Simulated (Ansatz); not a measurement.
Molecule: sum formula H2SiO3Br (charge 0, doublet). It need not be the lowest isomer of its formula. 
Structure (B3LYP-D3(BJ)/def2-TZVP (Ansatz, an electronic-structure program) minimum search):
```
Si
O 1 1.6186
H 2 0.9612 1 117.71
O 1 1.6186 2 104.19 3 -176.29
H 4 0.9612 1 117.71 2 176.29
O 1 1.6296 2 117.75 3 -43.77
Br 1 2.2472 2 113.18 3 60.34
```
Charge 0, spin multiplicity 2.

Total electronic energies in hartree. Cores are frozen in the correlated levels unless marked. UHF or UKS for open shells. Spin-orbit coupling is left out. Frozen are the shells of the preceding noble gas and the d and f shells that filled before the atom's block. Non-relativistic. CBS(X,Y): correlation extrapolated as X^-3; Hartree-Fock from the larger set. The bracket is a focal-point correction in the basis named.

```csv
level,program,energy (Eh)
PBE-D3(BJ)/def2-TZVPD,Ansatz + dftd3,-3090.00329
PBE0-D3(BJ)/def2-TZVPD,Ansatz + dftd3,-3090.11228
LC-wPBE-D4/def2-TZVPD,Ansatz + dftd4,-3090.18831
B2GP-PLYP-D3(BJ)/def2-TZVPD,Ansatz + dftd3,-3089.86574
MP2/6-31G*,Ansatz,-3087.59633
CCSD/STO-3G,Ansatz,-3053.17216
CCSD(T)/6-31G*,Ansatz,-3087.64554
CCSD(T)/def2-TZVPP,Ansatz,-3088.38200
"RI-MP2/CBS(def2-TZVPP,def2-QZVPP)+[CCSD(T)-MP2]/def2-TZVPP",Ansatz,-3088.5983
```

Totals of different functionals don't rank their quality; only differences between species are comparable.
